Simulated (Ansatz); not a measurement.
`[OH][SnH2][O][SiH3]` + H₂ → `[SiH3][O][SnH3]` + H₂O at 600 K and 1 bar (hydrogenolysis of the Sn–O bond).

Computed with Ansatz on PBE0-D4/def2-TZVP structures; ΔE is electronic, products minus reactants. CCSD(T)/CBS is the MP2 limit (def2-TZVPP, def2-QZVPP) plus CCSD(T) − MP2 in def2-TZVPP, frozen cores. This one scheme is used for every species. def2 core potentials past Kr. For Sn outer-core shells are correlated without core-valence functions, which leaves a few kJ/mol of doubt a bond. Each species was taken in one conformer, which may not be the lowest.

```json
{"species": "`[OH][SnH2][O][SiH3]`", "CCSD(T)/CBS energy (Eh)": "-657.12333", "H − E (kJ/mol)": "214.4", "S (J/(mol·K))": "485.0"}
{"species": "H₂", "CCSD(T)/CBS energy (Eh)": "-1.17544", "H − E (kJ/mol)": "43.9", "S (J/(mol·K))": "150.8"}
{"species": "`[SiH3][O][SnH3]`", "CCSD(T)/CBS energy (Eh)": "-581.91447", "H − E (kJ/mol)": "186.6", "S (J/(mol·K))": "450.8"}
{"species": "H₂O", "CCSD(T)/CBS energy (Eh)": "-76.37941", "H − E (kJ/mol)": "76.8", "S (J/(mol·K))": "212.8"}
```

H − E and S are ideal-gas, rigid-rotor, harmonic terms from PBE0-D4/def2-TZVP, for one conformer and one mirror image of each species. The MP2-based limit puts H₂ 0.8 mEh under its directly extrapolated value; such offsets cancel only in part. 1 Eh = 2625.50 kJ/mol, R = 8.31446 J/(mol·K).

**Question.** By hand: ΔE, ΔH, ΔS and ΔG.

**Answer.** ΔE = (-581.91447) + (-76.37941) − (-657.12333) − (-1.17544) = 0.00489 Eh = 12.8 kJ/mol. Δ(H − E) = 186.6 + 76.8 − 214.4 − 43.9 = 5.1, so ΔH = 17.9 kJ/mol. ΔS = 450.8 + 212.8 − 485.0 − 150.8 = 27.8 J/(mol·K). ΔG = 17.9 − 600 × (27.8)/1000 = 1.2 kJ/mol.

**Question.** By hand: the equilibrium constant, and the temperature at which ΔG would vanish if ΔH and ΔS stayed fixed.

**Answer.** log₁₀ K = −ΔG/(RT ln 10) = -0.1. ΔG = 0 at ΔH/ΔS = 644 K.

TΔS isn't small against ΔH here. The sign of ΔG lies within the doubt. A doubt of 5 kJ/mol in ΔE shifts log₁₀ K by 0.4 here. Other conformers and mirror images would add mixing entropy, several J/(mol·K) or more a flexible species. Modes under 60 cm⁻¹, often nearly free rotors, make the harmonic entropy too high. These are equilibria of isolated gas molecules and say nothing of rates. Largest T1 diagnostic: 0.014 (customary marks: 0.02 for closed shells, 0.045 for open ones).
